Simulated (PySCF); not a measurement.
CsMg⁻: frontier orbitals

ωB97X at R = 4.754 Å; basis Cs def2-SVPD with ECP46, Mg def2-SVPD; scalar-relativistic core potentials; PySCF 2.14. State: ¹Σ⁺ (singlet), closed shell. Only the outer orbitals are listed, counted within each symmetry, core potentials removing the inner ones.

```
orbital  occ.  ε (eV)  on Cs (%)   main shells (%)
     4σ     2  -28.86        100          100 Cs s
     2π     2  -13.94        100          100 Cs p
     2π     2  -13.94        100          100 Cs p
     5σ     2  -13.93        100          100 Cs p
     6σ     2   -4.60          5           95 Mg s
     7σ     2   -0.54         88  87 Cs s, 12 Mg p
     3π     0    1.77        101          101 Cs p
     3π     0    1.77        101          101 Cs p
     8σ     0    1.81         98           98 Cs p
```

**Question.** Which are the highest filled and the lowest empty level, where do they sit, and how wide is the gap?

**Answer.** Highest filled 7σ at -0.54 eV (in %: 87 Cs s, 12 Mg p); lowest empty 3π at 1.77 eV (in %: 101 Cs p); the gap at ωB97X is 2.31 eV. An empty level above zero is unbound, and its energy depends on the basis.

```json
{"bond order (Mayer)": "0.43", "⟨S²⟩": "0.000", "charge on Cs (Mulliken, basis-dependent)": "-0.86", "charge on Cs (Löwdin, basis-dependent)": "-0.82", "dipole moment (positive dipole points towards Mg; it is taken about the centre of mass and depends on that origin)": "0.98 D"}
```

Shares are Mulliken populations and can fall outside 0 to 100 %.

Closed-shell solutions of metal pairs were not tested for spin polarisation, which can lower them a little. Spin–orbit coupling is left out.
